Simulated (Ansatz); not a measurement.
`C[O][AlH][N](C)C` and `C[N](C)[AlH][NH2]` differ in one atom or group.

Ansatz, PBE0-D4/def2-TZVP geometries, multiplicity 1. Each molecule was computed in one conformer, which needn't be the lowest.

```json
{"property": "HOMO–LUMO gap (PBE0/def2-TZVPP) / eV", "`C[O][AlH][N](C)C`": "6.26"}
{"property": "LUMO energy (B3LYP/def2-TZVPP) / eV", "`C[O][AlH][N](C)C`": "-0.22"}
{"property": "HOMO energy (B3LYP/def2-TZVPP) / eV", "`C[O][AlH][N](C)C`": "-6.06"}
{"property": "size of the dipole moment (ωB97M-V/def2-TZVPP) / D", "`C[O][AlH][N](C)C`": "0.09"}
{"property": "HOMO energy (ωB97M-V/def2-TZVPP) / eV", "`C[O][AlH][N](C)C`": "-8.55"}
{"property": "HOMO energy (PBE/def2-TZVPP) / eV", "`C[O][AlH][N](C)C`": "-5.02"}
```

What does the change do to each property? (An estimate is asked.)

Computed: 
```json
{"property": "HOMO–LUMO gap (PBE0/def2-TZVPP) / eV", "`C[N](C)[AlH][NH2]`": "6.42", "shift": "0.16"}
{"property": "LUMO energy (B3LYP/def2-TZVPP) / eV", "`C[N](C)[AlH][NH2]`": "0.09", "shift": "0.31"}
{"property": "HOMO energy (B3LYP/def2-TZVPP) / eV", "`C[N](C)[AlH][NH2]`": "-5.91", "shift": "0.15"}
{"property": "size of the dipole moment (ωB97M-V/def2-TZVPP) / D", "`C[N](C)[AlH][NH2]`": "1.06", "shift": "0.97"}
{"property": "HOMO energy (ωB97M-V/def2-TZVPP) / eV", "`C[N](C)[AlH][NH2]`": "-8.41", "shift": "0.14"}
{"property": "HOMO energy (PBE/def2-TZVPP) / eV", "`C[N](C)[AlH][NH2]`": "-4.86", "shift": "0.16"}
```

With PBE0 the HOMO rises by 0.14 eV and the LUMO rises by 0.31 eV, so the gap widens by about 0.17 eV. PBE moves the HOMO by 0.16 eV and ωB97M-V by 0.14 eV. The zero-point energy changes by -43.9 kJ/mol with -6 modes. Dipoles are sizes alone; their direction can turn.

Positive LUMOs are unbound, so they and the gaps depend on the basis.

B3LYP here is the variant with VWN-RPA as its local correlation; programs differ in this.
